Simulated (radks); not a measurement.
Values are calculated unless marked as measured or tabulated.
Ni7+, 21 electrons, occupied as [Ar] 3d3 (the NIST ground configuration).

Code: a radial shooting solver on a logarithmic mesh with Libxc functionals. Model: Dirac Kohn-Sham, LDA (Slater exchange, Perdew-Wang correlation), spin-unpolarised, spherical densities, point nucleus; open shells fill j = l - 1/2 first.

Energy parts (eV):
part                      energy
total                 -40869.439
kinetic                41531.410
electron-nucleus      -95060.915
Hartree                14181.836
exchange-correlation   -1521.771

Orbitals (lengths in bohr, moments of r in powers of bohr):
| orbital | occ. | eigenvalue (eV) | <r^2> |
|---|---|---|---|
| 1s1/2 | 2 | -8346.490 | 0.003948 |
| 2s1/2 | 2 | -1136.517 | 0.07090 |
| 2p1/2 | 2 | -1012.325 | 0.05588 |
| 2p3/2 | 4 | -994.8996 | 0.05744 |
| 3s1/2 | 2 | -251.9278 | 0.5642 |
| 3p1/2 | 2 | -213.1319 | 0.5880 |
| 3p3/2 | 4 | -210.5063 | 0.6000 |
| 3d3/2 | 3 | -146.4890 | 0.6258 |
| 3d5/2 | 0 | -146.0976 | 0.6294 |

The highest occupied level is 3d3/2 at -146.49 eV. The density falls to 0.001 e/bohr^3 at r = 2.03 bohr. Summed over all electrons, <r^2> = 7.073 bohr^2, which gives a Langevin (diamagnetic) susceptibility term of -5.6 x 10^-6 cm^3/mol. For comparison, the ionisation energy in NIST's Atomic Spectra Database is 162 eV (theoretical). In exact Kohn-Sham theory the highest level is minus the ionisation energy, but local and semilocal functionals leave it too shallow, through self-interaction and a potential that decays too fast; potentials with the right tail come closer.

Beside tabulated values, note that spin-unpolarised runs miss the spin-polarisation part of the exchange energy of open shells.
